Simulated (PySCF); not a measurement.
Two species compared at the same levels of theory.

First species: C2H2Cl3F3Si.
Cartesian coordinates in Å at the GFN2-xTB level; atoms count from 1:
```
atom  x, y, z in Å
F1    -2.6405    0.3796   -0.6419
C2    -1.5616   -0.3223   -0.2395
F3    -1.4558   -1.3578   -1.0862
F4    -1.8758   -0.8334    0.9607
Si5    0.0094    0.8388   -0.2120
C6     1.5217   -0.2173    0.3626
Cl7    1.2519   -0.8609    1.9963
Cl8    1.8155   -1.5587   -0.7643
Cl9    2.9542    0.8314    0.3894
H10    0.2372    1.2491   -1.5915
H11   -0.2507    1.8541    0.8005
```

Second species: C2H11NSi2.
Geometry (GFN2-xTB, Å), atoms numbered from 1 in this order:
```xyz
16
C2H11NSi2 angstrom
C     -2.209    0.228   -0.364
C     -1.154    0.224    0.742
N     -0.272   -0.917    0.691
Si     1.077   -1.037   -0.376
Si     2.381    0.845   -0.115
H     -1.727    0.266   -1.338
H     -2.863    1.090   -0.260
H     -2.813   -0.675   -0.312
H     -0.541    1.125    0.660
H     -1.652    0.240    1.719
H     -0.776   -1.771    0.882
H      0.709   -1.244   -1.796
H      1.690   -2.300    0.054
H      3.803    0.508   -0.002
H      2.065    1.663    1.062
H      2.277    1.763   -1.258
```

Levels: wB97X-D/def2-SVPD for dipole moment, HOMO energy, LUMO energy, HOMO–LUMO gap, static isotropic polarisability and electronic spatial extent ⟨r²⟩ about the centre of nuclear charge; TDDFT wB97X-D/def2-SVPD for lowest singlet excitation; TDA wB97X-D/def2-SVPD for lowest triplet excitation (Tamm–Dancoff); GFN2-xTB for rotational constant A and rotational constant C. Geometries: GFN2-xTB. Each species is one conformer at its optimised geometry, gas phase, non-relativistic unless stated. Electronic properties by PySCF.

The conformers computed, where there is a choice (atom-mapped SMILES and torsion angles):
- `[F:1][C:2]([F:3])([F:4])[SiH2:5][C:6]([Cl:7])([Cl:8])[Cl:9]`: F1–C2–Si5–C6 180°, C2–Si5–C6–Cl7 -61°
- `[CH3:1][CH2:2][NH:3][SiH2:4][SiH3:5]`: C1–C2–N3–Si4 80°, C2–N3–Si4–Si5 53°

**Question.** Which has the higher T1 energy?

**Answer.** The first: 5.87 eV against 5.22 eV, a difference of 0.65 eV.

**Question.** Which has the higher ⟨r²⟩?

**Answer.** The first: 2149 bohr² against 980 bohr², a difference of 1169 bohr².

**Question.** Which has the higher rotational constant A?

**Answer.** The second: 4.755 GHz against 1.322 GHz, a difference of 3.433 GHz.

**Question.** Which of the two has the higher LUMO energy, and by how much?

**Answer.** The second: 1.39 eV against 0.47 eV, a difference of 0.92 eV.

**Question.** Which of the two has the higher static isotropic polarisability, and by how much?

**Answer.** The first: 92.9 au against 89.2 au, a difference of 3.7 au.

**Question.** Which of the two has the higher rotational constant C, and by how much?

**Answer.** The second: 1.351 GHz against 0.535 GHz, a difference of 0.816 GHz.

**Question.** Which of the two has the higher HOMO–LUMO gap, and by how much?

**Answer.** The first: 11.29 eV against 9.99 eV, a difference of 1.30 eV.

**Question.** Which of the two has the higher S1 energy, and by how much?

**Answer.** The first: 6.42 eV against 5.48 eV, a difference of 0.94 eV.

On the first: No computed singlet falls in the visible range (750 to 380 nm, 1.65 to 3.26 eV); S1 lies 3.16 eV above its blue end. A dipole of 2.10 D is allowed in Cs, and pure rotational transitions are dipole-allowed.

On the second: In wavenumbers S1 is 44200 cm⁻¹ (1 eV = 8065.54 cm⁻¹).
